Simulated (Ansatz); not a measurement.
**Worked example: C3H9NSi + GeH(CH3)F2 → C2H7NSi + Ge(CH3)2F2**

Species: C3H9NSi `C=CN[SiH2]C`, singlet; GeH(CH3)F2, singlet; C2H7NSi `C=CN[SiH3]`, singlet; Ge(CH3)2F2, singlet. The partners trade CH3 for H: Si–CH3 and Ge–H bonds give way to Si–H and Ge–CH3.

Shapes, held fixed at every level: PBE0-D4/def2-TZVP. Flexible molecules stand in one conformer, not always the lowest. Programs: Ansatz 0.2.0. Electronic energies: no zero-point or thermal term.

At CCSD(T)/def2-TZVPP; 1 Eh = 2625.50 kJ/mol:

| species | energy (Eh) |
| --- | --- |
| C3H9NSi | -463.248707 |
| GeH(CH3)F2 | -2315.620469 |
| C2H7NSi | -423.991258 |
| Ge(CH3)2F2 | -2354.879664 |

Question: Work out ΔE of the reaction at this level.

Answer: 
1. Products less reactants: (-423.991258) + (-2354.879664) − [(-463.248707) + (-2315.620469)] = -0.001746 Eh = -4.6 kJ/mol.

Other levels give -4.6 (CCSD/def2-TZVPP) to +0.7 kJ/mol (r2SCAN-D4/def2-TZVPP). No measured value is set beside it here. Relativity is left out for Ge. Outer-core shells of Ge are correlated in most correlated rows, in sets that cover them unevenly.
